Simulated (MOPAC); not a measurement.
A run for MOPAC: PM3 on CH5OSb (SMILES C[O][SbH2]), a point of a bond scan (R = 1.645 Å).

```
PM3 1SCF PRECISE CHARGE=0 THREADS=1
CH5OSb

Sb    -0.39157453 1     0.27290890 1     0.37968144 1
H     -1.52742713 1    -0.68889881 1    -0.50198031 1
H     -0.42292795 1     1.44227964 1    -0.89474065 1
O      1.21630374 1    -0.67902950 1    -0.26409632 1
C      1.33907823 1    -0.99600193 1    -1.63877811 1
H      1.33465869 1     0.35387513 1    -2.57873624 1
H      2.29029061 1    -1.51456926 1    -1.77765726 1
H      0.52933451 1    -1.65283392 1    -1.97851940 1
```

Program output:

```
*******************************************************************************
 **                                                                           **
 **                              MOPAC v23.2.5                                **
 **                                                                           **
 *******************************************************************************
 ** MOPAC's Digital Object Identifier: https://doi.org/10.5281/zenodo.6511958 **
 **                                                                           **
 ** Please cite the open-source release paper for use of this MOPAC version:  **
 ** J. E. Moussa and J. J. P. Stewart (2026)                                  **
 ** MOPAC: An open-source semiempirical molecular orbital program             **
 ** J. Open Source Softw., 11(119), 8025, https://doi.org/10.21105/joss.08025 **
 *******************************************************************************

                              PM3 CALCULATION RESULTS

 *******************************************************************************
 *  PM3        - The PM3 Hamiltonian to be used
 *
 *
 *
 *                 CHARGE ON SYSTEM = 0
 *
 *
 *
 *  PRECISE    - TIGHTER CRITERIA TO BE USED
 *  1SCF       - DO 1 SCF AND THEN STOP
 *  THREADS=1  - MULTI-THREADING NOT USED
 *  T=         - A TIME OF 172800.0 SECONDS REQUESTED
 *  DUMP=N     - RESTART FILE WRITTEN EVERY 7200.0 SECONDS REQUESTED
 *******************************************************************************
PM3 1SCF PRECISE CHARGE=0 THREADS=1
 CH5OSb

   ATOM   CHEMICAL          X               Y               Z
  NUMBER   SYMBOL      (ANGSTROMS)     (ANGSTROMS)     (ANGSTROMS)

     1      Sb         -0.39157453  *   0.27290890  *   0.37968144  *
     2       H         -1.52742713  *  -0.68889881  *  -0.50198031  *
     3       H         -0.42292795  *   1.44227964  *  -0.89474065  *
     4       O          1.21630374  *  -0.67902950  *  -0.26409632  *
     5       C          1.33907823  *  -0.99600193  *  -1.63877811  *
     6       H          1.33465869  *   0.35387513  *  -2.57873624  *
     7       H          2.29029061  *  -1.51456926  *  -1.77765726  *
     8       H          0.52933451  *  -1.65283392  *  -1.97851940  *



          CARTESIAN COORDINATES

    NO.       ATOM           X           Y           Z

     1        Sb         -0.3916      0.2729      0.3797
     2         H         -1.5274     -0.6889     -0.5020
     3         H         -0.4229      1.4423     -0.8947
     4         O          1.2163     -0.6790     -0.2641
     5         C          1.3391     -0.9960     -1.6388
     6         H          1.3347      0.3539     -2.5787
     7         H          2.2903     -1.5146     -1.7777
     8         H          0.5293     -1.6528     -1.9785

  H: (PM3): J. J. P. STEWART, J. COMP. CHEM. 10, 209 (1989).
  C: (PM3): J. J. P. STEWART, J. COMP. CHEM. 10, 209 (1989).
  O: (PM3): J. J. P. STEWART, J. COMP. CHEM. 10, 209 (1989).
 Sb: (PM3): J. J. P. STEWART, J. COMP. CHEM. 12, 320-341 (1991).

           Empirical Formula: C H5 O Sb  =     8 atoms



      MOLECULAR POINT GROUP   :   C1


      RHF CALCULATION, NO. OF DOUBLY OCCUPIED LEVELS = 10


 -------------------------------------------------------------------------------
 PM3 1SCF PRECISE CHARGE=0 THREADS=1
 CH5OSb



     1SCF WAS SPECIFIED, SO BFGS WAS NOT USED
     SCF FIELD WAS ACHIEVED


                              PM3 CALCULATION
                                                       MOPAC v23.2.5 Linux




          FINAL HEAT OF FORMATION =         46.40049 KCAL/MOL =     194.13963 KJ/MOL


          COSMO AREA              =        116.38 SQUARE ANGSTROMS
          COSMO VOLUME            =        105.95 CUBIC ANGSTROMS

          IONIZATION POTENTIAL    =         10.017576 EV
          HOMO LUMO ENERGIES (EV) =        -10.018  0.008
          NO. OF FILLED LEVELS    =         10
          MOLECULAR WEIGHT        =        154.7999         POINT GROUP:  C1

          MOLECULAR DIMENSIONS (Angstroms)

            Atom       Atom       Distance
            H     7    H     2     4.10902
            H     8    H     3     2.87470
            O     4    H     6     2.38635


          SCF CALCULATIONS        =          1





   ATOM   CHEMICAL          X               Y               Z
  NUMBER   SYMBOL      (ANGSTROMS)     (ANGSTROMS)     (ANGSTROMS)

     1      Sb         -0.39157453  *   0.27290890  *   0.37968144  *
     2       H         -1.52742713  *  -0.68889881  *  -0.50198031  *
     3       H         -0.42292795  *   1.44227964  *  -0.89474065  *
     4       O          1.21630374  *  -0.67902950  *  -0.26409632  *
     5       C          1.33907823  *  -0.99600193  *  -1.63877811  *
     6       H          1.33465869  *   0.35387513  *  -2.57873624  *
     7       H          2.29029061  *  -1.51456926  *  -1.77765726  *
     8       H          0.52933451  *  -1.65283392  *  -1.97851940  *

                             CARTESIAN COORDINATES

   1   Sb       -0.391574530     0.272908900     0.379681440
   2    H       -1.527427130    -0.688898810    -0.501980310
   3    H       -0.422927950     1.442279640    -0.894740650
   4    O        1.216303740    -0.679029500    -0.264096320
   5    C        1.339078230    -0.996001930    -1.638778110
   6    H        1.334658690     0.353875130    -2.578736240
   7    H        2.290290610    -1.514569260    -1.777657260
   8    H        0.529334510    -1.652833920    -1.978519400


           Empirical Formula: C H5 O Sb  =     8 atoms



      MOLECULAR POINT GROUP   :   C1


                  EIGENVALUES
 -38.99216 -32.95397 -24.87980 -15.70725 -15.18876 -14.28448 -11.60852 -11.19510
 -10.72993 -10.01758   0.00763   0.03344   0.10078   1.52190   4.11822   4.62885
   5.30246


              NET ATOMIC CHARGES AND DIPOLE CONTRIBUTIONS

  ATOM NO.   TYPE          CHARGE      No. of ELECS.   s-Pop       p-Pop
    1         Sb           0.694589        4.3054     1.92672     2.37869
    2          H          -0.169410        1.1694     1.16941
    3          H          -0.160367        1.1604     1.16037
    4          O          -0.479180        6.4792     1.85457     4.62461
    5          C           0.104103        3.8959     1.19242     2.70348
    6          H          -0.036149        1.0361     1.03615
    7          H           0.038656        0.9613     0.96134
    8          H           0.007758        0.9922     0.99224
 DIPOLE           X         Y         Z       TOTAL
 POINT-CHG.    -1.654     1.021     2.197     2.933
 HYBRID        -0.298    -0.376    -2.043     2.098
 SUM           -1.952     0.645     0.154     2.062


          ATOMIC ORBITAL ELECTRON POPULATIONS

     Atom    s        px        py        pz
    1 Sb   1.92672   0.64548   0.77763   0.95559
    2  H   1.16941
    3  H   1.16037
    4  O   1.85457   1.58603   1.79664   1.24193
    5  C   1.19242   0.97549   0.91941   0.80858
    6  H   1.03615
    7  H   0.96134
    8  H   0.99224

 **********************
 *                    *
 * JOB ENDED NORMALLY *
 *                    *
 **********************




 == MOPAC DONE ==
```

The run finished.

Cost: around 0.03 core-seconds (rough).
